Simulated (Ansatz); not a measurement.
Input for Ansatz (a first-principles code): U-CCSD(T)/cc-pVDZ on SeH, 2S+1 = 2, a point of a bond scan (R = 1.770 Å). The run froze 14 orbitals, filled d shells among them.

Ansatz 0.2 input:
```yaml
crystal:
  periodic: [false, false, false]
  atoms:
    - {symbol: Se, position_ang: [-0.00000000, -0.00000000, -0.04214023]}
    - {symbol: H, position_ang: [0.00000000, 0.00000000, 1.72774925]}
basis:
  gaussian:
    orbitals: cc-pVDZ
magnetization: {spin_polarized: true, initial_magnetization: 1}
correlation: {method: ccsd_t, electrons: outside_noble_gas}
scf: {omitted_lower_state_checks: [cluster_reference]}
```

Task: Predict the final total energy.

Result: -2400.4760 hartree (reference determinant -2400.3512, T1 diagnostic 0.015).
